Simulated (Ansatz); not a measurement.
The same ligand exchange along the group F, Cl, I.

Program: Ansatz. Geometries: PBE0-D4/def2-TZVP. ΔE: electronic, gas phase. CCSD(T)/CBS is the MP2 limit (def2-TZVPP, def2-QZVPP) plus CCSD(T) − MP2 in def2-TZVPP, frozen cores. This one scheme is used for every species. Elements past krypton have def2 core potentials. For I outer-core shells are correlated without core-valence functions, which leaves a few kJ/mol of doubt a bond. One conformer a species, not always the lowest.

(1) Order these by ΔE at CCSD(T)/CBS, lowest first. (Best estimate.)
A. `CBI` + `O=C(O)O` → `CBOC(=O)O` + HI
B. `CBCl` + `O=C(O)O` → `CBOC(=O)O` + HCl
C. `CBF` + `O=C(O)O` → `CBOC(=O)O` + H–F

Largest T1 diagnostic: 0.014, for `CBOC(=O)O`.

Answers

(1) A (-35.0 kJ/mol), B (-15.3 kJ/mol), C (+30.5 kJ/mol).
